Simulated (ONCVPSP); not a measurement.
## u(r) = r·R(r): atom against pseudo-atom (F)

Columns: radius, all-electron u(r) and pseudo u(r) of the 2s shell (level -47.07 eV) of fluorine in the configuration [He] 2s2 2p4; LDA (Perdew-Zunger), scalar-relativistic, ONCV scheme, ONCVPSP 4.0.1.

```json
{"r (bohr)": "0.068", "all-electron": "-0.4481", "pseudo": "0.0794"}
{"r (bohr)": "0.135", "all-electron": "-0.4071", "pseudo": "0.1678"}
{"r (bohr)": "0.202", "all-electron": "-0.1759", "pseudo": "0.2679"}
{"r (bohr)": "0.270", "all-electron": "0.1097", "pseudo": "0.3851"}
{"r (bohr)": "0.338", "all-electron": "0.3799", "pseudo": "0.5175"}
{"r (bohr)": "0.405", "all-electron": "0.6037", "pseudo": "0.6500"}
{"r (bohr)": "0.473", "all-electron": "0.7797", "pseudo": "0.7794"}
{"r (bohr)": "0.540", "all-electron": "0.9040", "pseudo": "0.8959"}
{"r (bohr)": "0.608", "all-electron": "0.9865", "pseudo": "0.9844"}
{"r (bohr)": "0.675", "all-electron": "1.0314", "pseudo": "1.0314"}
{"r (bohr)": "0.742", "all-electron": "1.0477", "pseudo": "1.0477"}
{"r (bohr)": "0.810", "all-electron": "1.0413", "pseudo": "1.0413"}
{"r (bohr)": "0.878", "all-electron": "1.0177", "pseudo": "1.0177"}
{"r (bohr)": "0.945", "all-electron": "0.9822", "pseudo": "0.9822"}
{"r (bohr)": "1.013", "all-electron": "0.9376", "pseudo": "0.9376"}
{"r (bohr)": "1.080", "all-electron": "0.8882", "pseudo": "0.8881"}
{"r (bohr)": "1.148", "all-electron": "0.8348", "pseudo": "0.8348"}
{"r (bohr)": "1.215", "all-electron": "0.7809", "pseudo": "0.7808"}
{"r (bohr)": "1.283", "all-electron": "0.7260", "pseudo": "0.7260"}
{"r (bohr)": "1.350", "all-electron": "0.6730", "pseudo": "0.6729"}
{"r (bohr)": "1.418", "all-electron": "0.6208", "pseudo": "0.6207"}
{"r (bohr)": "1.485", "all-electron": "0.5715", "pseudo": "0.5715"}
{"r (bohr)": "1.553", "all-electron": "0.5240", "pseudo": "0.5240"}
{"r (bohr)": "1.620", "all-electron": "0.4799", "pseudo": "0.4799"}
{"r (bohr)": "1.688", "all-electron": "0.4379", "pseudo": "0.4379"}
{"r (bohr)": "1.755", "all-electron": "0.3994", "pseudo": "0.3994"}
```

Question: How many radial nodes do the two functions have?

Answer: The all-electron 2s function has n − l − 1 = 1; the pseudo-wave has 0, since the states of the same l below it are removed with the core.

Question: At about which radius was the pseudo-wave matched?

Answer: 0.70 bohr, where the columns begin to agree (steps of 0.07 bohr).

Question: Is the pseudo-wave norm-conserving?

Answer: Yes: the ONCV scheme keeps the norm inside the radius equal to the all-electron one, which fixes the energy derivative of the logarithmic derivative at the level.
